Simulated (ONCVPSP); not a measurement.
**Cu (Z = 29), ONCV: configuration errors across variants**

Cu (Z = 29), optimised norm-conserving Vanderbilt (ONCV), made with ONCVPSP 4.0.1 (PBE, scalar-relativistic). Core [Ne], reference 3s2 3p6 3d10 4s1. Waves: 3s+4s: rc 1.05 bohr, ncon 4, nbas 8, qcut 9.4 1/bohr, 2 projectors; 3p: rc 0.90 bohr, ncon 4, nbas 8, qcut 12.3 1/bohr, 2 projectors, debl 0.4 Ha; 3d: rc 1.50 bohr, ncon 4, nbas 9, qcut 10 1/bohr, 1 projector. Local part: polynomial inside 0.70 bohr (lpopt 4, dvloc0 0 Ha). Core correction: Teter function fitted to the true core (icmod 2), fcfact 0.75.

In the p channel the program set the typed energies aside and used -2.651, 0.250 Ha.

All-electron excitation energies from the reference (eV): (1) 3s2 3p6 3d10 4s0 8.150; (2) 3s2 3p6 3d9 4s0 29.483; (3) 3s2 3p6 3d9 4s2 1.972.

Errors AE − PS in meV (a dash: test not solved or not reliable):

| change | (1) | (2) | (3) | bound ghosts | GHOST(+) flags above zero |
| --- | --- | --- | --- | --- | --- |
| base | +7.0 | -20 | +18 | none | none |
| p: rc 0.62; local potential polynomial inside 0.62 bohr (lpopt 4, dvloc0 0 Ha) | +7.0 | -20 | +18 | none | none |
| p: rc 0.74 | +7.0 | -20 | +18 | none | none |
| p: rc 1.04 | +7.0 | -20 | +18 | none | none |
| p: rc 1.14 | +7.0 | -20 | +18 | none | none |

Task: Give the same row for: p: rc 1.28.

Result: +7.0, -20, +17; bound ghosts: none; GHOST(+) flags above zero: none.
